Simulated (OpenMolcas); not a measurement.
# Mn3+: moving or changing the point charges

Mn3+ among 8 point charges of -1.6 e arranged as a cube (Oh), 2.14 Å from the ion.

| Item | Value |
| --- | --- |
| Program | OpenMolcas 26.06 |
| Method | CASSCF |
| Basis | ANO-RCC-VDZP [5s4p2d1f] |
| Scalar Hamiltonian | DKH2, point nucleus |
| Active space | 4 electrons in 5 orbitals (3d) |
| State averaging | 2S+1 = 5 even, 5 roots; 2S+1 = 3 even, 45 roots; 2S+1 = 1 even, 50 roots |
| Spin-orbit coupling | RASSI with atomic mean-field integrals over the reference wave functions |

Runs around this geometry, states (labels of O, the rotations of Oh). Energies in cm-1 above the lowest state or level, χT in cm3 K/mol; under a threefold ground state the first gap can be a small split of the lowest multiplet, not the spin-orbit step.

```json
{"R (Å)": "2.14", "q (e)": "-1.28", "Ground state": "5T2", "First state of that spin": "5E 1492", "First gap with spin-orbit (degeneracies)": "61.4 (1, 3)", "χT at 300 K": "2.101", "First state of another spin": "3T1 22752"}
{"R (Å)": "1.99", "q (e)": "-1.6", "Ground state": "5T2", "First state of that spin": "5E 2683", "First gap with spin-orbit (degeneracies)": "42.6 (1, 3)", "χT at 300 K": "2.235", "First state of another spin": "3T1 21829"}
{"R (Å)": "2.14", "q (e)": "-1.6", "Ground state": "5T2", "First state of that spin": "5E 1869", "First gap with spin-orbit (degeneracies)": "53.8 (1, 3)", "χT at 300 K": "2.159", "First state of another spin": "3T1 22487"}
{"R (Å)": "2.35", "q (e)": "-1.6", "Ground state": "5T2", "First state of that spin": "5E 1171", "First gap with spin-orbit (degeneracies)": "69.7 (1, 3)", "χT at 300 K": "2.031", "First state of another spin": "3T1 22951"}
```

Taking the first state of the same spin as R^-n, n = -ln(1171 / 2683) / ln(2.35 / 1.99) = 5.0 between the shortest and longest distance.

Scaling the charges by -1.28 / -1.6 = 0.80 scales the first state of the same spin by 1492 / 1869 = 0.80; with fixed orbitals a first-order splitting would follow the charge.

An orbital triplet at a regular site is open to Jahn-Teller coupling, which can distort the site and quench the lowest spin-orbit gaps and is left out. Without dynamic correlation the repulsion within the d shell is too large (B by tens of per cent), so at a given field states of lower spin stand too high. The ground term spreads over less than 5000 cm-1, several times less than with real ligands, so orbital moments are less quenched and χT lies further from the spin-only value than at real sites. This is an electrostatic model: the charges have no orbitals. No measured value stands beside these numbers.
